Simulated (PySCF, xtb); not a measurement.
Si(Br)(OH) (BrHOSi), SMILES Br[Si]O (connectivity only; charge and spin as stated), neutral, multiplicity 1.

GFN2-xTB in xtb 6.7.1 at its own geometry gives an orbital gap of 2.94 eV and a dipole moment of 5.90 D.

Geometry optimised at B3LYP-D3(BJ)/def2-TZVP. Other conformers were not sampled.

Question: What does CAM-B3LYP/def2-TZVPD in PySCF give? (An estimate is asked for; the answer gives what the named calculation found.)

Answer: gap 7.45 eV (levels -8.61 and -1.17 eV), dipole 2.87 D.
